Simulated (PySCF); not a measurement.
## ¹⁵N chemical shifts

[PySCF 2.14.0 with density-fitted response routines: σ from GIAO-PBE0/pcSseg-1; structure optimised with GFN2-xTB; relativity neglected; rapidly exchanging positions averaged; no solvent; one conformer]

Shieldings were converted by a linear fit to measured shifts: ¹⁵N (scatter 6.3 ppm rms vs CH3NO2, solution or neat liquid). Occasional misses reach two or three times the rms, and more in compound classes unlike the fitted ones.

Question: Give the ¹⁵N shifts of `Fc1cnnnc1`, `Fc1cnnnc1`, `Fc1cnnnc1`, `CCN1CCC=N1`, `CCN1CCC=N1`, `C#C[C@H](N)CCN`, `CCc1nccs1`, `N#CCC(C#N)C#N`, `N#CCC(C#N)C#N`, `N#Cc1cnccn1`.

Answer: 
```tsv
compound	environment	δ (ppm)
[F:1][c:2]1[cH:3][n:4][n:5][n:6][cH:7]1	N5: pyridine-type ring nitrogen	89.8
[F:1][c:2]1[cH:3][n:4][n:5][n:6][cH:7]1	N4/6: pyridine-type ring nitrogen (×2)	18.7
[F:1][c:2]1[cH:3][n:4][n:5][n:6][cH:7]1	N5: pyridine-type ring nitrogen	89.8
[F:1][c:2]1[cH:3][n:4][n:5][n:6][cH:7]1	N4/6: pyridine-type ring nitrogen (×2)	18.7
[F:1][c:2]1[cH:3][n:4][n:5][n:6][cH:7]1	N5: pyridine-type ring nitrogen	89.8
[F:1][c:2]1[cH:3][n:4][n:5][n:6][cH:7]1	N4/6: pyridine-type ring nitrogen (×2)	18.7
[CH3:1][CH2:2][N:3]1[CH2:4][CH2:5][CH:6]=[N:7]1	N7: imine nitrogen	-30.9
[CH3:1][CH2:2][N:3]1[CH2:4][CH2:5][CH:6]=[N:7]1	N3: nitrogen bonded to O or N	-255.9
[CH3:1][CH2:2][N:3]1[CH2:4][CH2:5][CH:6]=[N:7]1	N7: imine nitrogen	-30.9
[CH3:1][CH2:2][N:3]1[CH2:4][CH2:5][CH:6]=[N:7]1	N3: nitrogen bonded to O or N	-255.9
[CH:1]#[C:2][C@H:3]([NH2:4])[CH2:5][CH2:6][NH2:7]	N4: amine nitrogen	-340.8
[CH:1]#[C:2][C@H:3]([NH2:4])[CH2:5][CH2:6][NH2:7]	N7: amine nitrogen	-360.8
CCc1nccs1	pyridine-type nitrogen of an azole	-73.7
[N:1]#[C:2][CH2:3][CH:4]([C:5]#[N:6])[C:7]#[N:8]	N6/8: nitrile nitrogen (×2)	-104.9
[N:1]#[C:2][CH2:3][CH:4]([C:5]#[N:6])[C:7]#[N:8]	N1: nitrile nitrogen	-105.8
[N:1]#[C:2][CH2:3][CH:4]([C:5]#[N:6])[C:7]#[N:8]	N6/8: nitrile nitrogen (×2)	-104.9
[N:1]#[C:2][CH2:3][CH:4]([C:5]#[N:6])[C:7]#[N:8]	N1: nitrile nitrogen	-105.8
[N:1]#[C:2][c:3]1[cH:4][n:5][cH:6][cH:7][n:8]1	N8: pyridine-type ring nitrogen	-38.6
[N:1]#[C:2][c:3]1[cH:4][n:5][cH:6][cH:7][n:8]1	N5: pyridine-type ring nitrogen	-44.1
[N:1]#[C:2][c:3]1[cH:4][n:5][cH:6][cH:7][n:8]1	N1: nitrile nitrogen	-95.6
```
